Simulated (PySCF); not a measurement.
Correlation energy of Cr+ (chromium, charge +1)

[Ar] 3d5, high-spin 6S determinant. Computed with PySCF 2.14 in x2c-QZVPPall, with the spin-free X2C one-electron Hamiltonian (Gaussian nucleus). Frozen: [Ar]; 5 electrons correlated.

```tsv
level	correlation energy (mhartree)
CCSD	-85.69
(T)	-1.80
CCSD(T)	-87.49
```

Diagnostics: T1 = 0.0097, D1 = 0.0137, largest double amplitude 0.022.

Cost of the coupled-cluster step: roughly 13 core-seconds, for 5 correlated electrons.
